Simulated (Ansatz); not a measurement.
Correlation energies of CH₅FGeO₂ (`[CH3][Ge]([OH])([OH])[F]`) by basis set

```xyz
10

C    -1.209    0.557    0.726
Ge    0.374   -0.012   -0.192
O     1.572   -0.542    0.975
O     0.150   -1.285   -1.393
F     1.039    1.307   -1.115
H    -0.941    1.282    1.493
H    -1.686   -0.304    1.195
H    -1.901    1.013    0.019
H     2.282   -1.049    0.574
H     0.319   -0.967   -2.283
```

The species carries charge 0 and has multiplicity 1. Correlated methods include outer-core shells of Ge, which these sets cover unevenly. Scalar relativity is left out up to krypton. The structure was optimised at the PBE0-D4/def2-TZVP level. It is one conformer, not always the lowest. Frozen core, restricted reference, the Gaussian-basis code of Ansatz.

```csv
basis,HF (Eh),MP2 corr.
def2-SVP,-2364.92554,-0.93323
def2-TZVPP,-2365.56557,-1.16272
def2-QZVPP,-2365.62182,-1.50133
```

**Question.** Estimate the CCSD correlation energy and the (T) correction in each basis where they were run (hartree).

**Answer.** 
```csv
basis,CCSD corr.,(T)
def2-SVP,-0.95210,-0.02157
def2-TZVPP,-1.17437,-0.04087
```
